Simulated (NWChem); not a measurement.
System: C2H5S, doublet; SMILES C[CH]S

Input file for NWChem:

```
start job
memory heap 200 mb stack 900 mb global 1100 mb
geometry units angstroms noautosym nocenter noautoz
  C      0.257159     1.674361    -0.036695
  C     -0.587801     0.449655     0.090138
  S      0.053735    -1.171275    -0.075238
  H      0.584518     1.858863    -1.074340
  H     -0.299512     2.558846     0.293347
  H      1.167054     1.604946     0.575424
  H     -1.657099     0.498941    -0.089891
  H      1.298752    -0.921579     0.390909
end
basis spherical
  C library iglo-ii
  S library iglo-ii
  H library iglo-ii
end
dft
  odft
  mult 2
  xc xcamb88 1.00 lyp 0.81 vwn_5 0.19 hfexch 1.00
  cam 0.33 cam_alpha 0.19 cam_beta 0.46
  iterations 150
end
property
  hyperfine
end
task dft property
```

Geometry: optimised at B3LYP/6-31G* (spherical d), spin-unrestricted. No stability test was run on the SCF state.

Fermi-contact couplings, non-relativistic, static geometry.

Atoms are numbered as in the input.

### Question
Give the results of this calculation. (CAM-B3LYP/IGLO-II, spin-unrestricted, contact and dipolar terms.) Quantities: basis functions; A(iso) 13C atom 1 (MHz); A(iso) 13C atom 2 (MHz); A(iso) 1H atom 4 (MHz); A(iso) 1H atom 5 (MHz); A(iso) 1H atom 6 (MHz); A(iso) 1H atom 7 (MHz); <S²>.

### Answer
- number of basis functions = 109
- A(iso) 13C atom 1 (MHz) = -21.7
- A(iso) 13C atom 2 (MHz) = 122
- A(iso) 1H atom 4 (MHz) = 116
- A(iso) 1H atom 5 (MHz) = 13.7
- A(iso) 1H atom 6 (MHz) = 41.0
- A(iso) 1H atom 7 (MHz) = -55.0
- <S²> = 0.756
